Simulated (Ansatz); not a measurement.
`OB(O)C1=CCC=C1`, relaxed with RKS PBE0-D4/def2-TZVP in Ansatz 0.2.0 from a GFN2-xTB geometry. The force threshold is 0.005 eV/Å; the program also tests the step.

The species carries charge 0 and has multiplicity 1.

Start:

```xyz
15

O    -0.875    2.538   -0.905
B    -0.553    1.259   -1.264
O    -0.645    0.932   -2.571
C    -0.084    0.171   -0.234
C     0.089    0.304    1.099
C     0.546   -0.981    1.702
C     0.610   -1.884    0.516
C     0.247   -1.209   -0.579
H    -0.803    2.740    0.025
H    -0.936    1.657   -3.126
H    -0.064    1.190    1.692
H     1.519   -0.877    2.189
H    -0.152   -1.346    2.460
H     0.908   -2.915    0.582
H     0.192   -1.579   -1.586
```

```json
{"step": "1", "energy (eV)": "-10064.2748", "largest force (eV/Å)": "0.745", "largest move (Å)": "0.000"}
{"step": "2", "energy (eV)": "-10064.2906", "largest force (eV/Å)": "0.359", "largest move (Å)": "0.017"}
{"step": "3", "energy (eV)": "-10064.2944", "largest force (eV/Å)": "0.048", "largest move (Å)": "0.013"}
{"step": "4", "energy (eV)": "-10064.2949", "largest force (eV/Å)": "0.049", "largest move (Å)": "0.009"}
{"step": "5", "energy (eV)": "-10064.2951", "largest force (eV/Å)": "0.026", "largest move (Å)": "0.007"}
{"step": "6", "energy (eV)": "-10064.2952", "largest force (eV/Å)": "0.002", "largest move (Å)": "0.002"}
```

End:

```xyz
15

O    -0.872    2.545   -0.897
B    -0.551    1.262   -1.253
O    -0.646    0.926   -2.569
C    -0.087    0.173   -0.243
C     0.085    0.312    1.090
C     0.541   -0.972    1.692
C     0.612   -1.887    0.516
C     0.249   -1.215   -0.586
H    -0.787    2.710    0.044
H    -0.940    1.666   -3.108
H    -0.073    1.210    1.676
H     1.511   -0.864    2.196
H    -0.155   -1.332    2.461
H     0.912   -2.924    0.574
H     0.200   -1.610   -1.593
```

Run time 11 s (2 threads of an AMD EPYC 7R13 on a shared host and a share of an NVIDIA H100 80 GB); peak host memory 0.95 GiB.
